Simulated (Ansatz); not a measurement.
CH₁₃NSi₄, SMILES [Si@H](C[SiH3])([SiH2][SiH3])N.

Geometry: ωB97X-D3(BJ)/def2-SVP. The structure was generated by enumeration; whether it is a known compound was not checked. Other conformers were not sampled.

Two levels are set side by side: PBE/def2-SVPD (Ansatz, a first-principles code) and PBE0/def2-SVPD (Ansatz). Energy differences of separate SCF runs at the same geometry; the states with an electron removed or added have multiplicity 2 and 2. Differences are taken from unrounded values.

```
quantity                           PBE0   PBE  PBE minus PBE0
---------------------------------  ----  ----  --------------
vertical ionisation energy (eV)    8.54  8.25           -0.29
vertical singlet–triplet gap (eV)  4.97  4.58           -0.40
```
